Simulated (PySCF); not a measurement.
# Polarisability and C₆ of Er⁺ (erbium, charge +1)

[Xe] 4f11 6s2, one real determinant (an excited configuration). Computed with PySCF 2.14 in ANO-RCC-VTZP, with the spin-free X2C one-electron Hamiltonian (Gaussian nucleus). Coupled (time-dependent) response in atomic units; α is the mean over directions. The basis has no added diffuse functions, which lowers α and C₆.

| method | mean α (bohr³) | α xx, yy, zz | C₆ (like pair) | S(−4) |
| --- | --- | --- | --- | --- |
| UHF | 75.89 | 75.64, 75.64, 76.38 | 832.5 | 2458 |

S(−4) is the Cauchy moment in α(ω) = α(0) + S(−4) ω² + …

Spin-orbit coupling is absent.

α(iu) at UHF:

```
u (hartree)  α(iu) (bohr³)
          0          75.89
     0.0500          70.24
      0.100          57.71
      0.200          34.80
      0.300          22.13
      0.500          11.74
      0.750          7.227
       1.00          5.209
       1.50          3.286
       2.00          2.336
       3.00          1.403
       5.00         0.6971
```

A single London oscillator, α(iu) = α/(1 + u²/ω²), gives C₆ = (3/4) ω α². Matching the computed C₆ needs ω = 4 × 832.5 / (3 × 75.89²) = 0.193 hartree.

For an ion, C₆ is the dispersion term alone; charge-induced terms of lower order in 1/R come first.

The components differ because the open shell of this determinant is not spherical; for a pure term their mean is the scalar polarisability.

⟨L²⟩ = 34.05 against 42 for a pure I term, so this real determinant mixes terms. Spin-orbit coupling, absent here, splits the open shell strongly.
